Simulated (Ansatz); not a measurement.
System: iminoborane, sum formula BNH2 (charge 0, singlet). SMILES: B=N
Geometry from a B3LYP-D3(BJ)/def2-TZVP (Ansatz, a quantum-chemistry and plane-wave program) optimisation:
```xyz
4

B      0.0000     0.0000    -0.6920
N      0.0000     0.0000     0.5409
H      0.0000     0.0000    -1.8589
H      0.0000     0.0000     1.5327
```

Computed values are from Ansatz. Correlated levels leave the core frozen unless marked. Open shells are spin-unrestricted. Spin-orbit coupling is left out. Non-relativistic. CBS marks a two-point X^-3 extrapolation of the correlation energy; Hartree-Fock from the larger set.

| Quantity | Result |
|---|---|
| atomisation energy De | 1475.2 kJ/mol at CCSD(T)/CBS(aug-cc-pVTZ,aug-cc-pVQZ) |
| vertical ionisation energy (to the doublet) | 11.53 eV at CCSD(T)/CBS(def2-TZVPPD,def2-QZVPPD) |
| total energy | -80.6938 Eh at CCSD(T)/CBS(aug-cc-pVTZ,aug-cc-pVQZ) |
| dipole moment | 0.10 D at CCSD(T)/aug-cc-pVDZ |
| T1 diagnostic | 0.015 at CCSD/aug-cc-pVQZ |
